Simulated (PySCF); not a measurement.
**Two-photon absorption: `C=C(F)/C(F)=C/C(F)(F)F`, C5H3F5**

Geometry:
```json
{"atom": "C1", "x (Å)": "2.427", "y (Å)": "0.641", "z (Å)": "-0.977"}
{"atom": "C2", "x (Å)": "1.507", "y (Å)": "-0.167", "z (Å)": "-0.451"}
{"atom": "F3", "x (Å)": "1.762", "y (Å)": "-1.449", "z (Å)": "-0.198"}
{"atom": "C4", "x (Å)": "0.145", "y (Å)": "0.230", "z (Å)": "-0.094"}
{"atom": "F5", "x (Å)": "-0.115", "y (Å)": "1.504", "z (Å)": "-0.342"}
{"atom": "C6", "x (Å)": "-0.769", "y (Å)": "-0.594", "z (Å)": "0.427"}
{"atom": "C7", "x (Å)": "-2.169", "y (Å)": "-0.203", "z (Å)": "0.767"}
{"atom": "F8", "x (Å)": "-2.673", "y (Å)": "-1.052", "z (Å)": "1.667"}
{"atom": "F9", "x (Å)": "-2.251", "y (Å)": "1.026", "z (Å)": "1.278"}
{"atom": "F10", "x (Å)": "-2.969", "y (Å)": "-0.241", "z (Å)": "-0.305"}
{"atom": "H11", "x (Å)": "2.181", "y (Å)": "1.683", "z (Å)": "-1.171"}
{"atom": "H12", "x (Å)": "3.421", "y (Å)": "0.262", "z (Å)": "-1.215"}
{"atom": "H13", "x (Å)": "-0.497", "y (Å)": "-1.637", "z (Å)": "0.588"}
```

Theory: TDDFT CAM-B3LYP/aug-cc-pVDZ excited states, vertical, gas phase (PySCF). Geometry: PBE0-D3(BJ)/def2-SVP.

Question: Give the one- and two-photon strengths of the lowest singlets.

Answer: δ for parallel linear polarisation; σ at the peak of a Lorentzian of half width 0.1 eV, single beam; Ω is circular over linear.
| state | E (eV) | f | photon λ (nm) | δ (au) | σ (GM) | Ω | main |
| --- | --- | --- | --- | --- | --- | --- | --- |
| S1 | 5.71 | 0.694 | 434 | 6.18 | 0.07 | 1.43 | HOMO→LUMO 0.98 |
| S2 | 6.75 | 0.003 | 367 | 143 | 2.38 | 1.50 | HOMO→LUMO+1 0.86 |
| S3 | 6.95 | 0.012 | 357 | 794 | 14.06 | 0.77 | HOMO−1→LUMO 0.96 |
| S4 | 7.48 | 0.040 | 331 | 20.6 | 0.42 | 1.50 | HOMO→LUMO+2 0.74 |
| S5 | 7.61 | 0.001 | 326 | 1.2 | 0.03 | 1.50 | HOMO→LUMO+3 0.45, HOMO→LUMO+8 0.24 |
| S6 | 7.65 | 0.001 | 324 | 0.45 | 0.01 | 0.90 | HOMO−2→LUMO 0.86, HOMO−3→LUMO 0.09 |

Among these, the strongest one-photon state is S1, the strongest two-photon state S3, with a dipole change of 0.5 D (relaxed, norm of the difference vector).
